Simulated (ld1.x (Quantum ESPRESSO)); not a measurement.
Which change was made? (W, TM semilocal)

```
Element                 : tungsten
Generator               : ld1.x (Quantum ESPRESSO) 7.5
Type                    : norm-conserving Troullier–Martins (semilocal form)
Functional              : PBE
Relativity              : non-relativistic
Frozen core             : [Kr] 4d10 4f14
Valence charge          : 14
Reference configuration : 5s2 5p6 5d4 6s0 6p0 (charge +2)
Partial waves           : 5s (bound): rc 1.35 bohr; 5p (bound): rc 1.90 bohr; 5d (bound): rc 1.85 bohr
Local potential         : the d channel
Core correction         : a·sin(br)/r model core inside 0.90 bohr
```

Cutoffs, loose and tight: the cutoffs (Ry, on a coarse ladder) from which the occupation-weighted sum of valence levels, in a spherical-Bessel basis at the reference potential, stays within 10 and 1 mRy of its value at 400 Ry. They do not see the model core or the augmentation charge, which bear on the density cutoff. Test errors are all-electron minus pseudo excitation energies from the reference, over the configurations 5s2 5p6 5d4 6s2 6p0; 5s2 5p6 5d4 6s1 6p0; 5s2 5p6 5d3 6s0 6p0; 5s2 5p6 5d5 6s1 6p0; 5s2 5p6 5d4 6s1.5 6p0; 5s2 5p6 5d3 6s2 6p0; 5s1 5p6 5d4 6s2 6p0; variants that change the core or the reference have their own tests.

The base gives: outcome: generated; cutoff, loose: 80 Ry; cutoff, tight: 140 Ry; bound ghosts: none; largest test error (meV): +400.

Question: After one change the result is: outcome: generated; cutoff, loose: 90 Ry; cutoff, tight: 140 Ry; bound ghosts: none; largest test error (meV): +887. Which change was it?
A. reference 5s2 5p6 5d3 6s0 6p0
B. core [Xe] 4f14, valence charge 6; reference 5d4 6s2 6p0; waves now 6p (bound): rc 3.15 bohr; 5d (bound): rc 2.30 bohr; 6s (bound): rc 3.05 bohr; local potential the s channel; core correction a·sin(br)/r model core inside 1.40 bohr
C. scalar-relativistic
D. form changed from semilocal to separable (Kleinman–Bylander), still TM

Answer: C. The others give: form changed from semilocal to separable (Kleinman–Bylander), still TM → outcome: generated; cutoff, loose: 80 Ry; cutoff, tight: 140 Ry; bound ghosts: none; largest test error (meV): -345 | core [Xe] 4f14, valence charge 6; reference 5d4 6s2 6p0; waves now 6p (bound): rc 3.15 bohr; 5d (bound): rc 2.30 bohr; 6s (bound): rc 3.05 bohr; local potential the s channel; core correction a·sin(br)/r model core inside 1.40 bohr → outcome: generated; cutoff, loose: 30 Ry; cutoff, tight: 35 Ry; bound ghosts: none; largest test error (meV): -641 | reference 5s2 5p6 5d3 6s0 6p0 → outcome: generated; cutoff, loose: 80 Ry; cutoff, tight: 140 Ry; bound ghosts: none; largest test error (meV): +237. In the semilocal form every listed channel keeps its own potential, so the choice of the local channel does not act on these tests. It acts once the file is put into the separable form.
